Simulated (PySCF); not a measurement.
Electronic structure of Zn²⁺ (zinc, charge +2) at the PBE level

Configuration: [Ar] 3d10, closed-shell 1S. Calculation: PySCF 2.14, in cc-pVDZ-DK; scalar relativity by spin-free X2C-1e.

```
Total energy                        : -1794.632 hartree
One-electron energy                 : -2480.537 hartree
Hartree (Coulomb) energy            : 757.264 hartree
Exchange-correlation energy         : -71.359 hartree
⟨S²⟩                                : 0.0000
⟨L²⟩                                : 0.000
Sum of ⟨r⟩                          : 16.20 bohr
Sum of ⟨r²⟩                         : 15.37 bohr²
Langevin diamagnetic susceptibility : -12.2 ×10⁻⁶ cm³/mol
Time after the integrals            : 0.76 s of wall time on 1 thread of Neoverse-N1 (shared host)
```

```csv
shell,electrons,mean orbital energy (eV),"rms radius, mean of both spins (bohr)"
1s,2,-9537.8,0.0580
2s,2,-1178.3,0.245
2p,6,-1024.3,0.219
3s,2,-149.85,0.733
3p,6,-104.08,0.776
3d,10,-30.714,1.01
```

Densities and radii are taken from the X2C orbitals without a picture-change correction, which distorts them close to the nucleus.
